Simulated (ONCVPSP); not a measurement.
What one change does to a pseudopotential (Si (Z = 14), ONCV)

```json
{"Element": "silicon (Si)", "Generator": "ONCVPSP 4.0.1", "Type": "optimised norm-conserving Vanderbilt (ONCV)", "Functional": "PBE", "Relativity": "scalar-relativistic", "Frozen core": "[Ne]", "Valence charge": "4", "Reference configuration": "3s2 (charge +2)", "Partial waves": "3s: rc 1.75 bohr, ncon 4, nbas 7, qcut 4.3 1/bohr, 2 projectors, debl 2.7 Ha; p scattering state at 0.11 Ha: rc 1.75 bohr, ncon 4, nbas 7, qcut 4.2 1/bohr, 2 projectors, debl 1.5 Ha; d scattering state at 0.22 Ha: rc 1.65 bohr, ncon 3, nbas 6, qcut 6.8 1/bohr, 2 projectors, debl 3.9 Ha", "Local potential": "polynomial inside 1.35 bohr (lpopt 4, dvloc0 0 Ha)", "Core correction": "Teter function, fcfact 5.75, rcfact 1.6"}
```

In the p channel the program set the typed energies aside and used 0.050, 1.550 Ha. In the d channel the program set the typed energies aside and used 0.050, 3.950 Ha.

All-electron outer shells of the reference configuration (PBE, scalar-relativistic, ld1.x):

| shell | level (eV) | outermost node (bohr) | outermost maximum (bohr) |
| --- | --- | --- | --- |
| 2p | -116.91 | – | 0.39 |
| 3s | -28.54 | 0.71 | 1.69 |

Change: reference 3s1.75 3p2.25; wave p scattering state at 0.11 Ha: rc 1.75 bohr, ncon 4, nbas 7, qcut 4.2 1/bohr, 2 projectors, debl 1.5 Ha becomes 3p: rc 1.75 bohr, ncon 4, nbas 7, qcut 4.2 1/bohr, 2 projectors, debl 1.5 Ha.

Cutoffs: the cutoffs (Ha) at which the residual kinetic energy of the hardest occupied pseudo-wave falls to 1 and 0.1 mHa per electron; they do not see the model core or the augmentation charge, which bear on the density cutoff. Errors are all-electron minus pseudo energies relative to the spin-unpolarised reference configuration.

Question: What does the change do?

Answer: The potential gets softer (8.2 Ha and 17 Ha → 7.8 Ha and 14 Ha); neither file shows a bound ghost.

| quantity | base | changed |
| --- | --- | --- |
| cutoff, loose | 8.2 Ha | 7.8 Ha |
| cutoff, tight | 17 Ha | 14 Ha |
| bound ghosts | none | none |
| GHOST(+) flags under 300 eV | s at 144.7 eV | s at 159.1 eV |
| largest error over its own tests, meV | -102 | -15 |
| s: phases at 1.78 bohr within 0.05 rad from the reference energy up to (Ha; the scan ends near 5) | 3.4 | 4.0 |
| p: phases at 1.78 bohr within 0.05 rad from the reference energy up to (Ha; the scan ends near 5) | 3.7 | 3.6 |
| d: phases at 1.67 bohr within 0.05 rad from the reference energy up to (Ha; the scan ends near 5) | to the end of the scan | to the end of the scan |
| rms error of d²Exc/dni dnj with the model core, mHa | 8.63 | 2.76 |

Changed file: The cutoffs count occupied waves only; projector 2 of the p channel, the hardest unoccupied one, needs 44 Ha at the loose tolerance.
